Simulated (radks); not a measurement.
Task: The mean radii <r> (bohr) of the occupied orbitals of an atom or ion are listed with their occupations. All-electron calculation, Dirac Kohn-Sham, BLYP, spin-unpolarised, spherical densities, finite nucleus; Fermi nuclear charge, rms radius of each element as measured or else 0.836 A^(1/3) + 0.57 fm. Program: a radial shooting solver on a logarithmic mesh with Libxc functionals.

orbital  occ.      <r>
1s1/2       2  0.03185
2s1/2       2   0.1380
2p1/2       2   0.1171
2p3/2       4   0.1221
3s1/2       2   0.3792
3p1/2       2   0.3713
3p3/2       4   0.3821
3d3/2       4   0.3556
3d5/2       6   0.3591
4s1/2       2   0.9417
4p1/2       2    1.012
4p3/2       4    1.043
4d3/2       4    1.369
4d5/2       4    1.386

Name the element and its charge. Open shells, if any, fill j = l - 1/2 first.

Result: Z = 46, palladium, charge +2: Pd2+ in [Kr] 4d8. The 1s radius gives Z: for a bare nucleus <r> = (2 gamma + 1)/(2Z) with gamma = sqrt(1 - (Z/c)^2), 0.03135 bohr for Z = 46, and screening makes it slightly larger (0.03185 here). The occupations add up to 44, and the charge is Z minus that.
